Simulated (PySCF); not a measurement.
# IO₃F, singlet: molecular constants

These are results of PBE0 in PySCF with I def2-SVP with ECP28, O def2-SVP, F def2-SVP; scalar-relativistic core potentials, no spin–orbit coupling; density-fitted integrals, not measurements.

The structure is a saddle point with 1 imaginary mode.

| Item | Value |
| --- | --- |
| Point group | Cs |
| Bond lengths | I–F 1.939 Å, I–O 1.857 Å (×2), I–O 1.927 Å |
| Bond angles | F–I–O 93.9° (×2), F–I–O 148.7°, O–I–O 71.3° (×2), O–I–O 118.8° |
| Principal quadrupole moments (Buckingham, traceless) about the centre of mass | -4.46, -2.58, 7.03 D Å |
| Highest occupied level | -8.82 eV |
| Principal polarisabilities | 25.0, 46.5, 51.6 bohr³ |
| Zero-point energy (real modes) | 22.2 kJ/mol |
| Atomisation energy without zero-point energy | 528 kJ/mol |
| Rotational constants | 0.1619, 0.1136, 0.08113 cm⁻¹ |
| Lowest empty level | -6.45 eV |
| Dipole moment | 3.83 D |

Harmonic modes (masses in u: I 126.904, O 15.995, F 18.998):
```tsv
symmetry	ω (cm⁻¹)	IR (km/mol)	type
a''	563i	–	bend
a'	130	0.6	bend
a''	219	9.7	bend
a'	250	20.8	bend
a'	314	28.5	bend
a'	607	30.7	stretch
a'	636	53.9	stretch
a''	770	16.8	stretch
a'	788	24.0	stretch
```

Charges (e):
```
atom  Mulliken  Löwdin  polar tensor  Mayer order to I1
  I1      1.60    1.52          1.24                  –
  O2     -0.29   -0.27          0.09               0.82
O3,4     -0.45   -0.44         -0.38               1.25
  F5     -0.41   -0.37         -0.56               0.77
```
Other Mayer orders above 0.3: O–O 0.48 (×2).

Mulliken populations on I1 (electrons outside its core potential): s 3.85, p 8.94, d 10.61.

This need not be the most stable arrangement of these atoms. At this level a singlet minimum of C1 symmetry lies 226 kJ/mol below this structure.

The final relaxation and frequency run took of the order of 6 core-minutes on a shared host.
